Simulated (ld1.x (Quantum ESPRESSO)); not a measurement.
## Which change was made? (Rh, TM)

| Item | Value |
| --- | --- |
| Element | rhodium |
| Generator | ld1.x (Quantum ESPRESSO) 7.5 |
| Type | norm-conserving Troullier–Martins (Kleinman–Bylander form) |
| Functional | PBE |
| Relativity | scalar-relativistic |
| Frozen core | [Ar] 3d10 |
| Valence charge | 17 |
| Reference configuration | 4s2 4p6 4d7 5s0 5p0 (charge +2) |
| Partial waves | 4s (bound): rc 1.65 bohr; 4p (bound): rc 1.20 bohr; 4d (bound): rc 1.70 bohr |
| Local potential | the d channel |
| Core correction | Bessel-smoothed model core inside 1.05 bohr |

Cutoffs, loose and tight: the cutoffs (Ry, on a coarse ladder) from which the occupation-weighted sum of valence levels, in a spherical-Bessel basis at the reference potential, stays within 10 and 1 mRy of its value at 400 Ry. They do not see the model core or the augmentation charge, which bear on the density cutoff. Test errors are all-electron minus pseudo excitation energies from the reference, over the configurations 4s2 4p6 4d8 5s1 5p0; 4s2 4p6 4d8 5s0 5p0; 4s2 4p6 4d6 5s0 5p0; 4s2 4p6 4d7 5s1 5p0; 4s2 4p5 4d8 5s1 5p0; 4s2 4p6 4d7 5s1 5p1; 4s2 4p6 4d9 5s0 5p0; variants that change the core or the reference have their own tests.

The base gives: outcome: generated; cutoff, loose: 110 Ry; cutoff, tight: 160 Ry; bound ghosts: none; largest test error (meV): +1071.

On the changes marked as counting shells twice: ld1.x takes every shell without a wave as core, so the model core holds the marked electrons as well and exchange and correlation see them twice. This cancels in the reference configuration, but the file is broken for other ones, and its errors say nothing about a proper core correction.

Question: After one change the result is: outcome: generated, misses its reference levels by 0.63 eV; cutoff, loose: 110 Ry; cutoff, tight: 160 Ry; bound ghosts: none; largest test error (meV): -2914. Which change was it?
A. local potential the s channel
B. reference 4s2 4p6 4d8 5s1 5p0 (5s counted twice)
C. all radii but the core radius scaled by about 0.86 (s 1.42, p 1.04, d 1.46 bohr)

Answer: B. The others give: all radii but the core radius scaled by about 0.86 (s 1.42, p 1.04, d 1.46 bohr) → outcome: generated; cutoff, loose: 140 Ry; cutoff, tight: 180 Ry; bound ghosts: none; largest test error (meV): +384 | local potential the s channel → outcome: generated; cutoff, loose: 110 Ry; cutoff, tight: 160 Ry; bound ghosts: none; largest test error (meV): +2602.
